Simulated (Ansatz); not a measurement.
Computed with Ansatz on PBE0-D4/def2-TZVP structures; ΔE is electronic, products minus reactants. CBS: MP2 limit from def2 TZ/QZ plus the TZ coupled-cluster correction, frozen cores. Functionals use def2-TZVPP. B3LYP here is the variant with VWN-RPA as its local correlation; programs differ in this. For Ge outer-core shells are correlated without core-valence functions, which leaves a few kJ/mol of doubt a bond. Scalar relativity is left out up to krypton. One conformer a species, not always the lowest.

`C=N[CH2][GeH3]` + `N=C1O[SiH2]1` → `[GeH3]/[N]=C1\O[SiH2]1` + `C=NC`  (ligand exchange at a Ge–C bond)

`C=N[CH2][GeH3]`:

```xyz
11

C    -0.927   -1.802    0.146
N    -0.730   -0.816   -0.613
C     0.535   -0.148   -0.555
Ge    0.287    1.642    0.244
H    -1.893   -2.304    0.128
H    -0.164   -2.194    0.834
H     0.905    0.015   -1.571
H     1.301   -0.694    0.017
H    -0.236    1.476    1.681
H    -0.720    2.454   -0.583
H     1.642    2.371    0.273
```

`N=C1O[SiH2]1`:

Cartesian coordinates in Å:
```
N 1.242 1.429 -0.465
C 0.382 0.548 -0.270
O -0.732 0.278 -1.034
Si -0.682 -0.804 0.277
H 1.955 1.404 0.256
H -1.739 -0.636 1.297
H -0.425 -2.220 -0.061
```

`[GeH3]/[N]=C1\O[SiH2]1`:

```xyz
10

Ge   -0.133   -0.610    2.001
N     0.748   -0.778    0.364
C     0.380   -0.108   -0.609
O    -0.641    0.838   -0.784
Si    0.213    0.629   -2.243
H    -0.032    0.838    2.510
H     0.592   -1.563    2.957
H    -1.607   -1.022    1.851
H    -0.536   -0.009   -3.348
H     1.015    1.785   -2.698
```

`C=NC`:

```xyz
8

C    -0.823   -0.881    0.483
N    -0.737    0.250   -0.059
C     0.574    0.738   -0.395
H     0.051   -1.509    0.711
H    -1.805   -1.275    0.747
H     1.386    0.047   -0.125
H     0.616    0.936   -1.469
H     0.738    1.695    0.107
```

```
         level  ΔE (eV)
     r2SCAN-D4    -0.29
        r2SCAN    -0.29
         B3LYP    -0.32
MP2/def2-TZVPP    -0.35
```

What does CCSD(T)/CBS give? (Best estimate.)

The calculation gave: -0.30 eV. The listed levels differ from it by 0.01, 0.01, -0.02, -0.05 eV.

Largest T1 diagnostic among the species: 0.017.

In def2-TZVPP, CCSD(T) changes the Hartree–Fock value by +0.09 eV (the triples alone add −0.00 eV) and MP2 by +0.06 eV.
